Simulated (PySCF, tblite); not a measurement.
Isomers of C3H9N3Si, one GFN2-xTB conformer each. Single-point energies are computed at PBE0/pcSseg-1 (PySCF, gas phase, no added dispersion term), electronic only.

```csv
SMILES,GFN2-xTB relative energy (kcal/mol)
N#CCC[SiH](N)N,0.0
CNC[Si@H](N)C#N,26.7
```

Conformers: `[N:1]#[C:2][CH2:3][CH2:4][SiH:5]([NH2:6])[NH2:7]` with C2–C3–C4–Si5 70°, C3–C4–Si5–N6 62°, C4–Si5–N6–H 58° and -166°, C4–Si5–N7–H 50° and -173°; `[CH3:1][NH:2][CH2:3][Si@H:4]([NH2:5])[C:6]#[N:7]` with C1–N2–C3–Si4 180°, N2–C3–Si4–N5 173°, C3–Si4–N5–H 50° and -169°.

Problem. What does PBE0/pcSseg-1 give for the same structures?

Solution. 
```json
{"SMILES": "N#CCC[SiH](N)N", "PBE0/pcSseg-1 E (Eh)": "-573.03306", "PBE0/pcSseg-1 (kcal/mol)": "0.0", "GFN2-xTB (kcal/mol)": "0.0", "point group": "C1"}
{"SMILES": "CNC[Si@H](N)C#N", "PBE0/pcSseg-1 E (Eh)": "-572.99484", "PBE0/pcSseg-1 (kcal/mol)": "24.0", "GFN2-xTB (kcal/mol)": "26.7", "point group": "C1"}
```

Both levels put the same isomer lowest. 

Problem. Which frontier levels, dipoles and rotational constants go with these structures?

Solution. 
```csv
SMILES,"HOMO (eV, PBE0/pcSseg-1)",LUMO (eV),dipole (D),"A, B, C (MHz)"
N#CCC[SiH](N)N,-7.43,0.82,4.82,"3708, 1181, 1128"
CNC[Si@H](N)C#N,-6.65,-0.42,4.26,"2920, 1307, 969.9"
```

Problem. What happens when harmonic zero-point energies from GFN2-xTB frequencies are added?

Solution. 
```csv
SMILES,ZPE (kcal/mol),electronic (kcal/mol),with ZPE (kcal/mol)
N#CCC[SiH](N)N,77.3,0.0,0.0
CNC[Si@H](N)C#N,77.2,24.0,23.9
```

The zero-point energies span 0.1 kcal/mol. The order is unchanged.
